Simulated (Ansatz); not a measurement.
`[SiH3]/C=C\[SiH2]Cl` + `F[SiH](F)S` → `F[SiH](F)S[SiH2]Cl` + `C=C[SiH3]`  (ligand exchange at the Si–C bond)

Program: Ansatz. Geometries: PBE0-D4/def2-TZVP. ΔE: electronic, gas phase. CCSD(T)/CBS adds triple-zeta CCSD(T) − MP2 to the extrapolated MP2 energy (def2 sets, frozen cores). DFT in def2-TZVPP. B3LYP here is the variant with VWN-RPA as its local correlation; programs differ in this. One conformer a species, not always the lowest.

(1) Is it downhill or uphill in electronic energy at CCSD(T)/CBS, and by how much? (An estimate is asked.)

(2) What do these levels give: PBE0-D4, ωB97X-V, ωB97M-V, PBE, r2SCAN, PBE0, B3LYP, HF/def2-TZVPP, MP2/def2-TZVPP, CCSD/def2-TZVPP, CCSD(T)/def2-TZVPP, HF/CBS(def2)? (Estimate.)

Largest T1 diagnostic among the species: 0.012.

Results:

(1) Computed: Downhill: ΔE = -16.7 kcal/mol.

(2) Computed: PBE0-D4 -17.1, ωB97X-V -16.6, ωB97M-V -16.7, PBE -16.7, r2SCAN -17.4, PBE0 -17.1, B3LYP -16.4, HF/def2-TZVPP -17.4, MP2/def2-TZVPP -17.0, CCSD/def2-TZVPP -16.0, CCSD(T)/def2-TZVPP -16.0, HF/CBS(def2) -17.4 kcal/mol.
